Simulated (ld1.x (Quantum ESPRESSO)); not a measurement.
# thallium (Tl): one change to a TM potential, before and after

thallium, norm-conserving Troullier–Martins (Kleinman–Bylander form), made with ld1.x (Quantum ESPRESSO) 7.5 (PBE, scalar-relativistic). Core [Xe] 4f14, reference 5d10 6s1 6p0 (charge +2). Waves: 6s (bound): rc 1.90 bohr; 6p (bound, empty): rc 2.15 bohr; 5d (bound): rc 2.10 bohr. Local part: the d channel. Core correction: a·sin(br)/r model core, default radius (core density twice the valence density).

Change: core [Xe] 4f14 5d10, valence charge 3; reference 6s1.5 6p1.5; waves now 6s (bound): rc 1.85 bohr; 6p (bound): rc 2.90 bohr; local potential all-electron potential smoothed inside 1.55 bohr (lloc = -1).

Cutoffs: the cutoffs (Ry, on a coarse ladder) from which the occupation-weighted sum of valence levels, in a spherical-Bessel basis at the reference potential, stays within 10 and 1 mRy of its value at 400 Ry; they do not see the model core or the augmentation charge, which bear on the density cutoff. Errors are all-electron minus pseudo energies relative to the spin-unpolarised reference configuration.

What does the change do?

The potential gets softer (50 Ry and 70 Ry → 21 Ry and 45 Ry); the bound ghosts move from p, s to d, p, s. The shells moved into the core no longer need plane waves of their own. Several settings change at once here, so the effects cannot be laid on one of them.

```csv
quantity,base,changed
"cutoff, loose",50 Ry,21 Ry
"cutoff, tight",70 Ry,45 Ry
bound ghosts,"s, p","s, p, d"
"largest error over its own tests, meV",-171,-268
```

 A true bound ghost makes a file unfit for plane-wave use even where its test errors are small: the radial tests pick states by their node count and pass the ghost by.
